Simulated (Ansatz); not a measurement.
Stepwise reaction of `C[SiH](F)F` with hydrogen, as a gas-phase model of exchange steps in deposition or etching. ΔE in kJ/mol; ΔG adds harmonic PBE0-D4 terms to CCSD(T)/CBS, at 1 bar.

Program: Ansatz. Geometries: PBE0-D4/def2-TZVP. ΔE: electronic, gas phase. CBS: MP2 limit from def2 TZ/QZ plus the TZ coupled-cluster correction, frozen cores. This one scheme is used for every species. Functionals use def2-TZVPP. B3LYP here is the variant with VWN-RPA as its local correlation; programs differ in this.

```csv
step,reaction,PBE-D4,B3LYP-D4,ωB97M-V,CCSD(T)/CBS,ΔG(400 K)
1,`C[SiH](F)F` + H₂ → `C[SiH2]F` + H–F,132.8,140.8,141.6,137.9,138.4
```

**Question.** Give the row of step 2, `C[SiH2]F` + H₂ → `C[SiH3]` + H–F. (Best estimate.)

**Answer.** Ansatz gave: 
```tsv
step	reaction	PBE-D4	B3LYP-D4	ωB97M-V	CCSD(T)/CBS	ΔG(400 K)
2	`C[SiH2]F` + H₂ → `C[SiH3]` + H–F	109.7	119.1	119.3	116.3	120.5
```

**Question.** By hand: ΔE of the 2 steps together at CCSD(T)/CBS.

**Answer.** (137.9) + (116.3) = 254.2 kJ/mol, or 127.1 kJ/mol a step.

In ΔE each step is lower than the one before. All are uphill at CCSD(T)/CBS. ΔG lies between 120.5 and 138.4 kJ/mol a step. PBE-D4 differs from CCSD(T)/CBS by -6.6 to -5.1 kJ/mol a step. Isolated molecules leave out the surface, adducts and barriers. Largest T1 diagnostic: 0.011.
